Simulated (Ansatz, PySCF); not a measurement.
Pair of molecules: CH3F (SMILES CF) (first 5 atoms) with CH6Si (SMILES C[SiH3]); geometry from B3LYP-D3(BJ)/def2-TZVP, rigid monomers moved along the line of their centres of mass till F2···Si7 is 3.77 Å.
(charge 0, multiplicity 1):
```xyz
13

C     -0.68172     0.49251    -0.30166
F      0.31606    -0.27143     0.29946
H     -0.48881     0.53151    -1.37407
H     -1.64547     0.02295    -0.10493
H     -0.65736     1.49457     0.12639
C      1.09877    -0.99955     4.02050
Si    -0.30453     0.24000     3.98197
H      1.96375    -0.59088     4.54616
H      1.40152    -1.25592     3.00511
H      0.79457    -1.91471     4.53189
H     -0.72532     0.59580     5.36126
H     -1.48866    -0.30961     3.27726
H      0.10129     1.49194     3.29745
```

Interaction energies are E(AB) − E(A) − E(B) at the monomers' geometry in the complex; basis-set methods are counterpoise corrected. Rows marked so take none.

Frozen-core correlation. Rows in 6-31G*, STO-3G carry no dispersion term and start afresh at each structure (6-31G* with six Cartesian d functions).

Programs: Ansatz (Gaussian orbitals); PySCF for 6-31G* rows, STO-3G rows. Each number belongs to the level named beside it.

Estimate the interaction energy that HF/STO-3G (no counterpoise) returns for this input.

-0.2 kcal/mol

Give the interaction energy at the level B3LYP/6-31G* (no counterpoise).

-2.2 kcal/mol

Estimate the interaction energy that CCSD(T)/aug-cc-pV(D+d)Z returns for this input.

-1.4 kcal/mol

Ansatz is a first-principles code.
